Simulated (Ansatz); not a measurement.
A structure relaxed at PBE0-D4/def2-TZVP, charge 0, multiplicity 2:

Cartesian coordinates in Å:
```
N 0.3958 -1.9214 -0.0144
Si -1.2665 -1.4808 0.0965
O -1.3436 0.1409 0.3499
Si -0.3343 1.4291 0.3414
N 0.9224 1.2605 -0.8178
H 0.9734 -1.3932 -0.6535
H 0.6512 -2.8970 -0.0025
H -1.8300 -2.2044 1.2826
H -1.1919 2.6004 0.0385
H 0.3290 1.5625 1.6620
H 1.8823 1.3140 -0.5197
H 0.8122 1.5892 -1.7630
```

Give its formula and SMILES.

H7N2OSi2, `N[SiH]O[SiH2]N`.

Summarise the bond lengths by kind.

2 × N–Si 1.718 to 1.723 Å; 4 × H–N 1.007 to 1.010 Å; 2 × O–Si 1.637 to 1.643 Å; 3 × H–Si 1.483 to 1.499 Å.

All numbers were calculated with Ansatz.
